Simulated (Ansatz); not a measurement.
A search over several starts for the lowest SCF solution of SiH2Me(OMe) (C2H8OSi) at the given spin, in a small basis.

```yaml
crystal:
  periodic: [false, false, false]
  atoms:
    - {symbol: Si, position_ang: [0.384262, 0.553313, 0.260416]}
    - {symbol: H, position_ang: [0.402409, 0.620437, 1.759145]}
    - {symbol: H, position_ang: [1.806895, 0.573405, -0.215673]}
    - {symbol: C, position_ang: [-0.584126, 1.969673, -0.461482]}
    - {symbol: H, position_ang: [-0.141759, 2.936983, -0.173919]}
    - {symbol: H, position_ang: [-1.626179, 1.949427, -0.105686]}
    - {symbol: H, position_ang: [-0.597071, 1.911269, -1.561085]}
    - {symbol: O, position_ang: [-0.361858, -0.855201, -0.237518]}
    - {symbol: C, position_ang: [0.091541, -2.140665, 0.115093]}
    - {symbol: H, position_ang: [1.123654, -2.328520, -0.238971]}
    - {symbol: H, position_ang: [-0.569268, -2.888729, -0.350707]}
    - {symbol: H, position_ang: [0.071489, -2.301381, 1.210368]}
basis:
  gaussian: {orbitals: def2-SVP, initial_orbitals: start.molden}
hamiltonian: {xc: pbe0, dispersion: d4}
output: {orbitals: {seedname: orbitals}}
```

The file start.molden holds the orbitals of an earlier run on this structure, at another level or in another basis.

```sh
$ ansatz run in.yaml --threads 4 --pin off --events-out ev --progress --plain --max-ram 3916MiB
```

Output, abridged:

```
Functional definition: PBE0
1119 factors; their error is unknown
mean field evaluation 1: about -12116.0510 eV, gradient 3.6e0 eV
mean field evaluation 2: about -12116.0766 eV, gradient 2.2e-2 eV
mean field evaluation 4: about -12116.1211 eV, gradient 5.1e-5 eV
mean field evaluation 8: about -12115.8313 eV, gradient 1.1e1 eV
mean field evaluation 16: about -12116.1211 eV, gradient 2.7e-2 eV
mean field -12116.12106525 eV, -445.2592365459 hartree, gradient 6.0e-5 eV, S^2 0.000000; 1 other end points of the search recorded, 0 dependent functions left out
reference -12116.12109441 eV, -445.2592376177 hartree; 21, 21 occupied and 79, 79 virtual orbitals, 1119 factors
Total energy: -12116.28858985 eV, -445.2653929615 hartree
```

Run time 1.2 s (4 threads of Arm Neoverse V1 on a shared host).
